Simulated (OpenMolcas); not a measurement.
Computed levels of 5d⁶ in ions with 74 electrons, in cm-1 above ⁵D₄.

```yaml
Program: OpenMolcas 26.06
Method: CASSCF
Basis: ANO-RCC-VTZP
Scalar_Hamiltonian: DKH2, point nucleus
Spin-orbit_coupling: RASSI with atomic mean-field integrals over the reference wave functions, term energies averaged over their components
```

Active space for each ion: 6 electrons in 5 orbitals (5d).

```
 Level   Os2+   Pt4+   Au5+
   ⁵D₃   4430   7522   9676
   ⁵D₁   7151  11263  13905
   ⁵D₀   7627  11658  14001
   ³H₆  18486  23701  26516
   ³H₅  18698  23772  26492
³F₂(1)  23061  29583  33071
   ³G₅  27016  36724  42420
   ³G₄  28045  36991  41889
   ³D₁  28220  37003  41615
```

Task: Estimate ⁵D₀, ³H₆, ³H₅ for Ir3+ from its neighbours Os2+ and Pt4+.

Result: ⁵D₀ is fine structure, which grows about as the fourth power of a screened charge, so the fourth roots are averaged: ((7627^0.25 + 11658^0.25) / 2)^4 = 9483. The calculation gives 9631, so the estimate is off by -1.5 %.
³H₆ is another term, which grows about linearly with the charge: (18486 + 23701) / 2 = 21094. The calculation gives 21111, so the estimate is off by -0.1 %.
³H₅ is another term, which grows about linearly with the charge: (18698 + 23772) / 2 = 21235. The calculation gives 21258, so the estimate is off by -0.1 %.

Mixed levels, with the weight of the term that names them: Os2+ ³H₅ (60 %), Os2+ ³G₅ (60 %), Os2+ ³G₄ (69 %), Os2+ ³D₁ (51 %), Ir3+ ³H₅ (56 %), Ir3+ ³G₅ (56 %), Ir3+ ³G₄ (66 %), Ir3+ ³D₁ (62 %), Pt4+ ³H₅ (54 %), Pt4+ ³F₂(1) (73 %), Pt4+ ³G₅ (54 %), Pt4+ ³G₄ (63 %), Pt4+ ³D₁ (68 %), Au5+ ⁵D₀ (73 %), Au5+ ³H₅ (51 %), Au5+ ³F₂(1) (66 %), Au5+ ³G₅ (51 %), Au5+ ³G₄ (58 %), Au5+ ³D₁ (70 %).

Without dynamic correlation excited terms often stand tens of per cent too high (terms of higher spin than the ground term too low), and those without a measured partner can miss by more than the paired ones. Configurations with an s electron lie low in 5d ions of this charge, fall among these levels and mix in, so low-spin terms can stand far too high, up to twice their true height, and weights are not those of the real levels (holds for Os2+). Levels of configurations outside the active space are missing.

A number in round brackets counts repeated terms of one configuration in the order of the reference energies.
